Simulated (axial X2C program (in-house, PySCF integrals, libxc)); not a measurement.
# Testing model relations on KCa

A bond curve at the PBE0 level, two-component, was computed with an in-house relativistic program for diatomic molecules (basis Ca dyall-cv3z [11s12p6d4f], K dyall-cv3z [11s12p6d3f] (cores contracted in-house)) for the state Ω = 1/2 (⟨Sz⟩ = 0.50, ⟨Lz⟩ = 0.00 at PBE0). Its fit gives Re = 4.2425 Å, ωe = 75.7 cm⁻¹, ωexe = 0.673 cm⁻¹ and αe = 4.613e-04 cm⁻¹; the masses are 39.9626 and 38.9637 u. Two-component means X2C with spin–orbit coupling and atomic mean-field Coulomb and Gaunt terms.

(1) Find the reduced mass, Be and the force constant.

(2) Estimate the centrifugal constant by the Kratzer relation.

(3) Where do the fundamental and the first overtone lie?

(4) A Morse curve ties αe to the other constants (Pekeris). How well does that hold?

(5) The dipole moment p changes by 0.23 D/Å at Re. What harmonic infrared intensity follows?

Occupations by symmetry block were frozen at the best pattern of an incomplete PBE0 search. Density functionals use the spin component along the axis (collinear). The levels of this run spread widely (ωe from 59 to 76 cm⁻¹), so these constants depend on the method. The bond is weak, and without diffuse functions and with truncated virtuals even CCSD(T) can be tens of per cent off in De.

## Answers

(1) From the PBE0 values: μ = 19.7284 u. Be = 16.8576/(μ Re²) = 0.04747 cm⁻¹. k = 5.8918×10⁻⁷ μ ωe² = 0.0666 mdyn/Å.

(2) D = 4Be³/ωe² = 7.47e-08 cm⁻¹.

(3) ν(1←0) = ωe − 2ωexe = 74.4 cm⁻¹; ν(2←0) = 2ωe − 6ωexe = 147.4 cm⁻¹.

(4) αe(Morse) = 6Be²/ωe × (√(ωexe/Be) − 1) = 4.940e-04 cm⁻¹; the PBE0 curve gives 4.613e-04 cm⁻¹, a ratio of 1.07.

(5) I = 42.256 × (dp/dR)²/μ = 0.11 km/mol.
